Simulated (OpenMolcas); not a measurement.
Ar IV: effect of the basis set

```json
{"Program": "OpenMolcas", "Method": "SS-CASPT2, IPEA 0.25 Eh, imaginary shift 0.1 Eh (closed shells correlated: 2s 2p)", "Active space": "5 electrons in 4 orbitals (3s 3p)", "State averaging": "2S+1 = 4 odd, 1 root; 2S+1 = 2 odd, 8 roots; 2S+1 = 4 even, 3 roots; 2S+1 = 2 even, 9 roots", "Spin-orbit coupling": "RASSI with atomic mean-field integrals over the reference wave functions, term energies averaged over their components"}
```

A. ANO-RCC-VDZP [4s3p1d], DKH2, point nucleus; CASPT2 step roughly 1.3 core-seconds
B. ANO-L-VTZP [5s4p2d1f], non-relativistic, point nucleus; CASPT2 step about 2.5 core-seconds
C. ANO-RCC-VTZP [5s4p2d1f], DKH2, point nucleus; CASPT2 step of the order of 1.5 core-seconds
D. ANO-R2 [5s4p3d1f], X2C, finite nucleus; CASPT2 step of the order of 2.6 core-seconds
E. ANO-RCC-VQZP [6s5p3d2f1g], DKH2, point nucleus; CASPT2 step roughly 2.1 core-seconds
F. ANO-R3 [6s5p4d2f1g], X2C, finite nucleus; CASPT2 step roughly 4 core-seconds

Energies in eV above 3s² 3p³ ⁴S°_3/2, the measured ground level; measured values from Saloman, J. Phys. Chem. Ref. Data 39, 033101 (2010).

```csv
Level,A,B,C,D,E,F,Measured
3s² 3p³ ⁴S°_3/2,0.0000,0.0000,0.0000,0.0000,0.0000,0.0000,0.0000
3s² 3p³ ²D°_3/2,2.976,2.767,2.741,2.735,2.665,2.657,2.6149
3s² 3p³ ²D°_5/2,2.991,2.780,2.755,2.749,2.680,2.671,2.6309
3s² 3p³ ²P°_1/2,4.595,4.454,4.431,4.460,4.348,4.369,4.3214
3s² 3p³ ²P°_3/2,4.610,4.466,4.444,4.473,4.362,4.382,4.3435
3s 3p⁴ ⁴P_5/2,15.131,14.863,15.133,15.076,15.116,15.069,14.5760
3s 3p⁴ ⁴P_3/2,15.253,14.978,15.251,15.194,15.234,15.187,14.6941
3s 3p⁴ ⁴P_1/2,15.323,15.043,15.318,15.262,15.301,15.255,14.7595
3s 3p⁴ ²D_3/2,19.965,19.444,19.708,19.520,19.569,19.391,18.0919
3s 3p⁴ ²D_5/2,19.969,19.447,19.711,19.523,19.572,19.395,18.1016
3s 3p⁴ ²S_1/2,23.998,23.554,23.779,23.629,23.615,23.484,22.0484
3s 3p⁴ ²P_3/2,25.951,25.327,25.580,25.217,25.382,25.075,27.6430
3s 3p⁴ ²P_1/2,26.098,25.467,25.723,25.363,25.527,25.221,27.7749
```

Deviations, from unrounded energies. A percentage is the sum of absolute deviations over the sum of measured energies, with the sign that they share, or ± where signs differ.

| Against measurement | Levels | A | B | C | D | E | F |
| --- | --- | --- | --- | --- | --- | --- | --- |
| mean absolute deviation (cm-1) | 12 | 8100 | 6900 | 7500 | 7600 | 7300 | 7300 |
| other terms of the ground configuration (%) | 4 | +9.1 | +4.0 | +3.3 | +3.6 | +1.0 | +1.2 |
| other configurations (%) | 8 | ±6.8 | ±6.1 | ±6.8 | ±6.8 | ±6.8 | ±6.7 |

B lies closest to measurement on these levels and A furthest from it. The largest miss of B in the table is 3s 3p⁴ ²P_3/2, by -19000 cm-1. The ranking rests on the paired levels alone, and a cruder setting can come out closer through cancelling errors.

Among A to F the level of the table that moves most is 3s 3p⁴ ²P_1/2, by 7100 cm-1 (lowest in F, highest in A). Moves below CASPT2's spread within the term are not significant.

CASPT2 breaks the degeneracy within a term, and the mean is taken; among the terms shown or strongly mixed into the levels shown the widest spread is 1300 cm-1 (3s 3p⁴ ²D, F). Over all roots computed the reference weight is 0.90 to 0.97 in A, 0.89 to 0.97 in B, 0.89 to 0.97 in C, 0.88 to 0.96 in D, 0.89 to 0.96 in E, 0.88 to 0.96 in F; the roots of lowest weight are the least certain, and an intruder state may touch them. Terms of s pⁿ other than that of highest spin mix with s² pⁿ⁻² d, which this space lacks; all of them can be thousands of cm-1 off, and some have no real level of that name. The basis is small and was not contracted for so high a charge (holds for A). Computed and measured levels are paired by configuration, term and J; levels that our copy of the source lacks, or whose pairing is in doubt (as where it misses far off the trend of its configuration), stay unpaired and out of the deviations. Levels of configurations outside the active space are missing.

° marks odd parity.
